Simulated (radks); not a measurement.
Results of a calculation; reference values are marked as such.
The thallium ion Tl69+, configuration [Ne] 3s2.

Code: a radial shooting solver on a logarithmic mesh with Libxc functionals. Model: non-relativistic Kohn-Sham, PBE, spin-polarised, spherical densities, point nucleus; relativity is left out, which matters for an element this heavy.

Energy parts (hartree):
total: -13016.0683
kinetic: 13015.5619
electron-nucleus: -26845.0361
Hartree: 957.5582
exchange-correlation: -144.1524

Orbitals (lengths in bohr, moments of r in powers of bohr; r(max) is where P^2 peaks; r(90%) holds 90 % of the orbital's charge):
1s: occ. 2; eigenvalue (hartree) -3054.387; r(max) 0.01240; r(90%) 0.0332
2s: occ. 2; eigenvalue (hartree) -687.4145; r(max) 0.06684; r(90%) 0.118
2p: occ. 6; eigenvalue (hartree) -672.7324; r(max) 0.05177; r(90%) 0.105
3s: occ. 2; eigenvalue (hartree) -290.4352; r(max) 0.1728; r(90%) 0.260

The highest occupied level is 3s at -7903.1 eV. The electron density at the nucleus is 3.828e+05 e/bohr^3. The density falls to 0.001 e/bohr^3 at r = 0.50 bohr. Summed over all electrons, <r^2> = 0.1195 bohr^2, which gives a Langevin (diamagnetic) susceptibility term of -0.0947 x 10^-6 cm^3/mol.
